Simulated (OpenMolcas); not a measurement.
## Pd4+: moving or changing the point charges

Pd4+ among 6 point charges of -1.7 e arranged as a tetragonal octahedron (D4h), 2.17 Å from the ion, with the axial distance 2.409 Å.
```
   2.1700    0.0000    0.0000  -1.70
   0.0000    2.1700    0.0000  -1.70
  -2.1700    0.0000    0.0000  -1.70
   0.0000   -2.1700    0.0000  -1.70
   0.0000    0.0000    2.4087  -1.70
   0.0000    0.0000   -2.4087  -1.70
```

```yaml
Program: OpenMolcas 26.06
Method: CASSCF
Basis: ANO-RCC-VDZP [6s5p3d1f]
Scalar_Hamiltonian: DKH2, point nucleus
Active_space: 6 electrons in 5 orbitals (4d)
State_averaging: 2S+1 = 5 even, 5 roots; 2S+1 = 3 even, 45 roots; 2S+1 = 1 even, 50 roots
Spin-orbit_coupling: RASSI with atomic mean-field integrals over the reference wave functions
```

Runs around this geometry, states (labels of D4, the rotations of D4h). Energies in cm-1 above the lowest state or level, χT in cm3 K/mol.

| R (Å) | q (e) | Axial / equatorial distance | Ground state | First state of that spin | First gap with spin-orbit (degeneracies) | χT at 300 K | First state of another spin |
| --- | --- | --- | --- | --- | --- | --- | --- |
| 2.17 | -1.1 | 1.11 | 5E | 5B2 1197 | 79.7 (1, 2) | 5.189 | 3E 20518 |
| 2.04 | -1.7 | 1.11 | 5E | 5B2 2172 | 64.5 (1, 2) | 4.724 | 3E 19073 |
| 2.17 | -1.7 | 1.11 | 5E | 5B2 1857 | 89.3 (1, 2) | 4.950 | 3E 19875 |
| 2.32 | -1.7 | 1.11 | 5E | 5A1 1443 | 77.0 (1, 2) | 5.160 | 3E 20424 |
| 2.17 | -1.7 | 1.2 | 5E | 5A1 1212 | 2.4 (1, 2) | 5.175 | 3E 19931 |

Scaling the charges by -1.1 / -1.7 = 0.65 scales the first state of the same spin by 1197 / 1857 = 0.64; with fixed orbitals a first-order splitting would follow the charge.

An orbital doublet at a regular site is open to a Jahn-Teller distortion, which this geometry leaves out. Without dynamic correlation the repulsion within the d shell is too large (B by tens of per cent), so at a given field states of lower spin stand too high. Point charges give a weaker field than real ligands, and real ions of this kind are as a rule low spin; the high spin found here belongs to the model. The ground term spreads over less than 5000 cm-1, several times less than with real ligands, so orbital moments are less quenched and χT lies further from the spin-only value than at real sites (holds for R = 2.17, q = -1.1, ratio = 1.11; R = 2.32, q = -1.7, ratio = 1.11). Point charges carry no covalency, so the field is a model and not that of real ligands. No measured value stands beside these numbers.
